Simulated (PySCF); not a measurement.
**Two-component Hartree-Fock for Mo²⁺ (molybdenum, charge +2)**

Start: [Kr] 4d4; 4d5/2 filled at m_j = -1/2, +1/2, +3/2, +5/2. Calculated with PySCF 2.14 in x2c-TZVPall-2c with one added diffuse shell each of s, p, d type (9s10p8d1f, 86 functions): generalised Hartree-Fock with the X2C-1e Hamiltonian and a Gaussian nucleus; one run each with spin-orbit coupling (SO) switched off, then screened by Boettger's factors. This is a chosen level, not necessarily the ground level.

| spinor shell | electrons | ε, spin-free (eV) | ε, screened SO (eV) | weight of nominal j (screened SO) | rms radius, screened SO (bohr) |
| --- | --- | --- | --- | --- | --- |
| 1s1/2 | 2 | -20126.3 | -20125.2 | 1.000 | 0.0404 |
| 2s1/2 | 2 | -2934.2 | -2933.9 | 1.000 | 0.166 |
| 2p1/2 | 2 | -2618.6 | -2692.1 | 1.000 | 0.145 |
| 2p3/2 | 4 | -2618.6 | -2584.1 | 1.000 | 0.149 |
| 3s1/2 | 2 | -547.47 | -547.42 | 1.000 | 0.456 |
| 3p1/2 | 2 | -441.21 | -453.83 | 1.000 | 0.455 |
| 3p3/2 | 4 | -441.21 | -435.31 | 1.000 | 0.465 |
| 3d3/2 | 4 | -268.32 | -270.40 | 0.974 | 0.451 |
| 3d5/2 | 6 | -268.32 | -266.92 | 0.982 | 0.455 |
| 4s1/2 | 2 | -97.885 | -97.892 | 1.000 | 1.18 |
| 4p1/2 | 2 | -66.482 | -70.298 | 0.684 | 1.32 |
| 4p3/2 | 4 | -66.482 | -64.653 | 0.842 | 1.32 |
| 4d5/2 | 4 | -27.549 | -27.530 | 0.670 | 1.85 |

```csv
quantity,spin-free,screened SO
E (hartree),-4045.16760,-4045.64013
M_J,4,4
⟨J²⟩,20.006,20.007
⟨L²⟩,6.004,6.048
⟨S²⟩,6.002,5.988
```

Each row is a mean over spinors that exchange with the open shell spreads, by up to 8.693 eV (4p3/2).

Rows whose weight is well below 1 are mixtures of j = l ± 1/2: exchange outweighs spin-orbit coupling there, and the label is only the starting occupation.

Breit and QED terms are absent; they matter most for the inner s and p1/2 levels.

Densities and radii are taken from the X2C orbitals without a picture-change correction, which distorts them close to the nucleus.

Without spin-orbit coupling the j labels of p, d and f shells carry no meaning; the spin-free column gives the mean over the occupied spinors of each nl shell.
